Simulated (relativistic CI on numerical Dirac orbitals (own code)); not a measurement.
# Radial parameters of Tl XXI

Calculated at this level of theory: Dirac-Coulomb-Breit CI, orbitals from a KLI potential per configuration, QED by a radiative potential, unscaled Slater integrals (own radial code, finite nucleus).

Slater integrals F^k, G^k are unscaled and averaged over j, outside the closed core [Kr]; ζ comes from projecting the Hamiltonian with its Breit term on Σ l·s of the shell.

- 4d¹⁰4f¹³5s²: ζ(4f) = 10551 cm⁻¹; <r>(4f) = 0.4391, <r^2>(4f) = 0.2261 (bohr units).
- 4d¹⁰4f¹³5s5p: ζ(4f) = 10598, G^3(4f,5s) = 37841, F^2(4f,5p) = 94822, G^2(4f,5p) = 32198, G^4(4f,5p) = 29150, G^1(5s,5p) = 161860, ζ(5p) = 159440 cm⁻¹; <r>(4f) = 0.4388, <r^2>(4f) = 0.2257, <r>(5s) = 0.7864, <r^2>(5s) = 0.6884, <r>(5p) = 0.8488, <r^2>(5p) = 0.8042 (bohr units).
- 4d¹⁰4f¹⁴5p: ζ(5p) = 155540 cm⁻¹; <r>(5p) = 0.8534, <r^2>(5p) = 0.8131 (bohr units).

Averages of the first 10 configurations, taken without configuration mixing, which lowers the lowest level and can move excited configurations by several eV; other configurations of the list can lie among them:

```json
{"Configuration": "4d¹⁰4f¹³5s²", "Parity": "odd", "States": "14", "Average energy above the lowest level (eV)": "32.2"}
{"Configuration": "4d¹⁰4f¹⁴5s", "Parity": "even", "States": "2", "Average energy above the lowest level (eV)": "0.2"}
{"Configuration": "4d¹⁰4f¹³5s5p", "Parity": "even", "States": "168", "Average energy above the lowest level (eV)": "94.9"}
{"Configuration": "4d¹⁰4f¹⁴5p", "Parity": "odd", "States": "6", "Average energy above the lowest level (eV)": "65.7"}
{"Configuration": "4d¹⁰4f¹³5s5d", "Parity": "odd", "States": "280", "Average energy above the lowest level (eV)": "182.8"}
{"Configuration": "4d¹⁰4f¹²5s²5p", "Parity": "odd", "States": "546", "Average energy above the lowest level (eV)": "132.9"}
{"Configuration": "4d¹⁰4f¹²5s5p²", "Parity": "even", "States": "2730", "Average energy above the lowest level (eV)": "198.6"}
{"Configuration": "4d¹⁰4f¹⁴5d", "Parity": "even", "States": "10", "Average energy above the lowest level (eV)": "150.9"}
{"Configuration": "4d¹⁰4f¹³5s5f", "Parity": "even", "States": "392", "Average energy above the lowest level (eV)": "272.1"}
{"Configuration": "4d⁹4f¹⁴5s²", "Parity": "even", "States": "10", "Average energy above the lowest level (eV)": "311.5"}
```
